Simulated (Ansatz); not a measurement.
Zn₈Te₇Cl₂⁺. Charge 1, multiplicity 2. Geometry PBE-D4/def2-SVP, that of the neutral singlet; atoms count from 1.

Cartesian coordinates in Å:
```
Te -0.2113 3.2020 -3.8732
Te 1.1569 3.6863 0.2211
Te 2.1558 -0.0545 -1.9866
Te -0.6875 -3.0299 0.1571
Te -2.0383 0.7571 -0.4922
Te 1.4828 -3.5125 4.2479
Te -2.3950 -0.4418 3.9536
Zn 0.1158 0.6764 -3.5702
Zn 1.6895 2.5840 -2.0815
Zn 1.0425 -2.4321 2.0063
Zn -0.8797 2.9795 -1.2897
Zn 0.6608 1.0492 0.1558
Zn -0.4027 -1.1162 -1.5508
Zn -1.6333 -1.0156 1.6230
Zn -0.5034 -2.0059 4.3904
Cl -1.0821 -1.2505 -3.8767
Cl 1.5291 -0.0755 1.9659
```

In the def2 sets Te takes a core potential; there is no spin–orbit coupling. Single mean-field runs in def2-SVP are fitted with def2-universal-jkfit.

Estimate the Mulliken populations from the PBE0/def2-SVP orbitals of Ansatz.


| atom | charge (e) | spin (α − β) | d electrons |
| --- | --- | --- | --- |
| Te1 | -0.21 | 0.00 | – |
| Te2 | -0.21 | 0.01 | – |
| Te3 | -0.32 | 0.00 | – |
| Te4 | -0.24 | 0.03 | – |
| Te5 | -0.36 | 0.01 | – |
| Te6 | -0.03 | 0.58 | – |
| Te7 | -0.08 | 0.47 | – |
| Zn8 | 0.42 | 0.00 | 9.95 |
| Zn9 | 0.34 | 0.00 | 9.95 |
| Zn10 | 0.42 | -0.02 | 9.95 |
| Zn11 | 0.36 | 0.00 | 9.95 |
| Zn12 | 0.37 | 0.00 | 9.95 |
| Zn13 | 0.40 | 0.00 | 9.95 |
| Zn14 | 0.37 | -0.02 | 9.95 |
| Zn15 | 0.37 | -0.07 | 9.94 |
| Cl16 | -0.28 | 0.00 | – |
| Cl17 | -0.32 | 0.01 | – |
Mulliken values and Mayer orders depend strongly on the basis.

Where does the spin sit?

Summed by element: Te 1.10, Zn -0.11, Cl 0.01, of 1 unpaired in all. Largest on single atoms: Te6 0.58, Te7 0.47, Zn15 -0.07.

And the Mayer bond orders between bonded heavy atoms (over 0.3)?

Te1–Zn8 0.82 (2.56 Å); Te1–Zn9 0.67 (2.68 Å); Te1–Zn11 0.69 (2.68 Å); Te2–Zn9 0.75 (2.61 Å); Te2–Zn11 0.74 (2.63 Å); Te2–Zn12 0.67 (2.68 Å); Te3–Zn8 0.59 (2.68 Å); Te3–Zn9 0.58 (2.68 Å); Te3–Zn12 0.46 (2.84 Å); Te3–Zn13 0.46 (2.80 Å); Te4–Zn10 0.80 (2.60 Å); Te4–Zn13 0.72 (2.58 Å); Te4–Zn14 0.73 (2.66 Å); Te5–Zn11 0.58 (2.63 Å); Te5–Zn12 0.50 (2.79 Å); Te5–Zn13 0.55 (2.70 Å); Te5–Zn14 0.48 (2.79 Å); Te6–Zn10 0.84 (2.53 Å); Te6–Zn15 1.00 (2.50 Å); Te7–Zn14 0.85 (2.52 Å); Te7–Zn15 1.05 (2.49 Å); Zn8–Cl16 0.61 (2.29 Å); Zn10–Cl17 0.46 (2.41 Å); Zn12–Cl17 0.49 (2.30 Å); Zn13–Cl16 0.48 (2.43 Å). Values over 0.3 also appear between atoms too far apart for a bond (Te6–Te7 0.41 at 4.96 Å); they arise where an orbital or an unpaired electron spreads over both atoms.
